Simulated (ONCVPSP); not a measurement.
## Which change was made? (S, ONCV)

sulfur (S), optimised norm-conserving Vanderbilt (ONCV), made with ONCVPSP 4.0.1 (PBE, scalar-relativistic). Core [He], reference 2s2 2p6 3s2 3p4. Waves: 2s+3s: rc 0.65 bohr, ncon 4, nbas 7, qcut 24.2 1/bohr, 2 projectors; 2p+3p: rc 0.80 bohr, ncon 4, nbas 7, qcut 13.8 1/bohr, 3 projectors, debl 2.4 Ha; d scattering state at 0.25 Ha: rc 0.65 bohr, ncon 4, nbas 8, qcut 15.5 1/bohr, 2 projectors, debl 2.2 Ha. Local part: polynomial inside 0.45 bohr (lpopt 5, dvloc0 0 Ha). Core correction: polynomial model core, fcfact 0.15.

Cutoffs, loose and tight: the cutoffs (Ha) at which the residual kinetic energy of the hardest occupied pseudo-wave falls to 1 and 0.1 mHa per electron. They do not see the model core or the augmentation charge, which bear on the density cutoff. Test errors are all-electron minus pseudo excitation energies from the reference, over the configurations 2s2 2p6 3s2 3p3; 2s2 2p6 3s2 3p2; 2s2 2p6 3s2 3p1; 2s2 2p6 3s1 3p5; variants that change the core or the reference have their own tests.

The base gives: outcome: generated; cutoff, loose: 186 Ha; cutoff, tight: 243 Ha; bound ghosts: p; GHOST(+) flags above zero: p; largest test error (meV): +12.

After one change the result is: outcome: generated; cutoff, loose: 337 Ha; cutoff, tight: 458 Ha; bound ghosts: p; GHOST(+) flags above zero: p; largest test error (meV): 4 of 4 tests not solved or not reliable. Which change was it?
A. p: rc 1.14
B. p: rc 0.66
C. p: rc 0.56

B. The others give: p: rc 0.56 → outcome: generated; cutoff, loose: 486 Ha; cutoff, tight: 674 Ha; bound ghosts: p; GHOST(+) flags above zero: p; largest test error (meV): +8.5 | p: rc 1.14 → outcome: generated; cutoff, loose: 170 Ha; cutoff, tight: 206 Ha; bound ghosts: none; GHOST(+) flags above zero: p; largest test error (meV): +5.9.
